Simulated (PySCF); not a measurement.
**C₆ coefficients of unlike pairs at UHF**

Calculated with PySCF 2.14 from the dipole response of each species, C₆(A,B) = (3/π) ∫ α_A(iu) α_B(iu) du, in atomic units, from isotropic polarisabilities. For ions this is the dispersion term alone; charge-induced terms of lower order in 1/R come first.

| species | configuration | basis | relativity | α (bohr³) | C₆ (like pair) |
| --- | --- | --- | --- | --- | --- |
| B | [He] 2s2 2p1 (2P) | aug-cc-pCVTZ-DK (7s6p4d2f) | spin-free X2C | 22.18 | 106.3 |
| Tc²⁺ | [Kr] 4d5 (6S) | def2-TZVPPD with the def2 core potential (28 electrons) (6s4p3d2f1g) | core potential | 7.306 | 38.03 |
| Mo³⁺ | [Kr] 4d3 (4F) | def2-TZVPPD with the def2 core potential (28 electrons) (6s4p3d2f1g) | core potential | 5.224 | 23.45 |
| Mn⁺ | [Ar] 3d5 4s1 (7S) | aug-cc-pwCVTZ (10s9p7d4f3g) | none | 40.54 | 224.7 |

**Question.** Estimate C₆ for Tc²⁺ with B.

**Answer.** The integral gives 54.02. The combination rule 2 C_A C_B / (C_A α_B/α_A + C_B α_A/α_B) gives 53.72 and the geometric mean 63.57.

No spin-orbit coupling is included.

The other pairs:

| pair | C₆ |
| --- | --- |
| Mo³⁺, Tc²⁺ | 29.81 |
| Mn⁺, B | 151.2 |
| Mn⁺, Mo³⁺ | 55.40 |
| Mo³⁺, B | 40.88 |
| Mn⁺, Tc²⁺ | 73.54 |
